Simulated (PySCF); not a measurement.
C4H4OSe, SMILES c1c([SeH])cco1. Geometry optimised at PBE0-D3(BJ)/def2-SVP. One conformer was computed; it need not be the lowest.

Computed with PySCF 2.14.0 with PBE0-D3(BJ)/def2-SVP.

Harmonic wavenumbers (cm⁻¹): 139, 205, 243, 359, 622, 639, 759, 808, 854, 891, 899, 951, 1047, 1118, 1220, 1242, 1261, 1416, 1554, 1615, 2427, 3284, 3304, 3309. Rotational constants (GHz): 9.047, 1.227, 1.090; symmetry number 1.

Task: Work out the zero-point energy and the ideal-gas rigid-rotor harmonic-oscillator thermochemistry at 298.15 K and 1 atm.

Result: ZPE = ½ Σ hcν = ½ × 30166 cm⁻¹ = 180.43 kJ/mol. H − E(el) = 197.83 kJ/mol. Entropy in J/(mol K): translation 170.99, rotation 115.80, vibration 41.42, total 328.20. G − E(el) = 99.97 kJ/mol. Cp = 90.72 J/(mol K). Modes under 150 cm⁻¹ make the vibrational entropy uncertain.
